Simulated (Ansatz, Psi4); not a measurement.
# How basis sets differ on GeO (SMILES [O]=[Ge])

The species is GeO (2 atoms), meant as a singlet with charge 0. SMILES: `[O]=[Ge]`. The coordinates come from a PBE0-D4/def2-TZVP relaxation.

```tsv
atom	x (Å)	y (Å)	z (Å)
O	0.0000	0.0000	-0.0230
Ge	0.0000	0.0000	1.5995
```

Quantity: the electronic atomisation energy, in eV. The values are calculated. Electronic energies at fixed atoms, without zero-point motion or spin-orbit coupling.

```csv
level,kind,program,value (eV)
MP2/STO-3G,perturbation theory,Ansatz,7.09
MP2/pc-0,perturbation theory,Ansatz,6.15
MP2/pc-1,perturbation theory,Ansatz,6.63
MP2/cc-pVTZ,perturbation theory,Psi4,7.33
MP2/pc-2,perturbation theory,Ansatz,7.37
MP2/pc-3,perturbation theory,Ansatz,7.58
MP2/pc-4,perturbation theory,Ansatz,7.67
```

All-electron rows without a relativistic Hamiltonian named are non-relativistic. The values span 6.15 to 7.67 eV. In the correlated wave-function rows the outer d shell of Ge is correlated, in sets not made for it.
